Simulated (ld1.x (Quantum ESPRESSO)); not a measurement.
## Reading a pseudo-wave (Si (Z = 14))

Columns: radius, all-electron u(r) and pseudo u(r) of the 2p shell (level -95.63 eV) of silicon in the configuration [He] 2s2 2p6 3s2 3p2; LDA (PZ), non-relativistic, ultrasoft scheme, ld1.x (Quantum ESPRESSO) 7.5.

```tsv
r (bohr)	all-electron	pseudo
0.053	0.1690	0.0258
0.105	0.4746	0.0985
0.158	0.7762	0.2133
0.210	1.0098	0.3542
0.262	1.1708	0.5092
0.315	1.2662	0.6664
0.368	1.3050	0.8084
0.420	1.3010	0.9213
0.473	1.2661	1.0016
0.525	1.2109	1.0427
0.578	1.1412	1.0473
0.630	1.0651	1.0200
0.683	0.9840	0.9672
0.735	0.9039	0.8998
0.788	0.8240	0.8238
0.840	0.7487	0.7488
0.893	0.6761	0.6761
0.945	0.6095	0.6095
0.998	0.5466	0.5466
1.050	0.4899	0.4899
1.102	0.4381	0.4381
1.155	0.3901	0.3901
1.208	0.3467	0.3467
1.260	0.3083	0.3083
1.313	0.2731	0.2731
1.365	0.2422	0.2422
```

**Question.** How many radial nodes do the two functions have?

**Answer.** The all-electron 2p function has n − l − 1 = 0; the pseudo-wave has 0.

**Question.** At about which radius was the pseudo-wave matched?

**Answer.** 0.90 bohr. The columns agree to 0.0005 from 0.79 bohr on; several derivatives are matched, so the curves merge somewhat inside the radius.

**Question.** Where does each function peak?

**Answer.** Outermost all-electron maximum near 0.37 bohr, pseudo maximum near 0.58 bohr (to the table’s step).

**Question.** Is the pseudo-wave norm-conserving?

**Answer.** No, it belongs to an ultrasoft set: the norm inside the radius is not constrained, and the difference is carried by the augmentation charge.
